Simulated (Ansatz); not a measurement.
All numbers were calculated with Ansatz.

Basis-set series for Ge$_{6}$H$_{14}$, SMILES `[GeH3][GeH2][GeH2][GeH2][GeH2][GeH3]`. The species carries charge 0 and has multiplicity 1. Geometry: relaxed with PBE0-D4/def2-TZVP. It is one conformer, not always the lowest.

| functional | basis | functions | energy (Eh) | HOMO (eV) | LUMO (eV) |
| --- | --- | --- | --- | --- | --- |
| PBE0-D4 | def2-SVP | 262 | -12467.34487 | -7.62 | -0.22 |
| PBE0-D4 | def2-TZVPP | 484 | -12468.91831 | -7.61 | -0.36 |
| ωB97M-V | def2-SVP | 262 | -12468.15711 | -9.50 | 1.55 |
| ωB97M-V | def2-TZVPP | 484 | -12469.72977 | -9.52 | 1.31 |

**Question.** Give the rows for def2-QZVPP. (Estimate.)

**Answer.** The calculation gave: 
```tsv
functional	basis	functions	energy (Eh)	HOMO (eV)	LUMO (eV)
PBE0-D4	def2-QZVPP	954	-12469.18737	-7.60	-0.48
ωB97M-V	def2-QZVPP	954	-12469.99227	-9.51	0.96
```

Positive LUMOs are unbound and depend on the basis. Scalar relativity is left out up to krypton.
